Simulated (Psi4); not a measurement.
dimethyl telluride (C₂H₆Te), singlet, at a GFN2-xTB geometry (core potentials on Te).

The Psi4 input:
```
memory 2 GB

molecule mol {
0 1
  C     1.514040   -0.618147    0.973610
  Te    0.016371    0.196487   -0.354009
  C    -1.602055   -0.438292    0.929332
  H     1.380117   -1.687451    1.076459
  H     2.488665   -0.418553    0.549943
  H     1.443433   -0.149270    1.946781
  H    -1.594990   -1.515734    1.034184
  H    -2.534860   -0.128604    0.478562
  H    -1.505569    0.020941    1.904878
}

set basis def2-svp
set reference rks

energy('pbe')
print_variables()
```

**Question.** What does this run give for the dipole moment, total energy, nuclear repulsion energy, number of basis functions?

**Answer.** 
```json
{
  "dipole_moment": "1.17 D",
  "total_energy": "-347.6373 Eh",
  "nuclear_repulsion_energy": "130.7834 Eh",
  "number_of_basis_functions": "84"
}
```
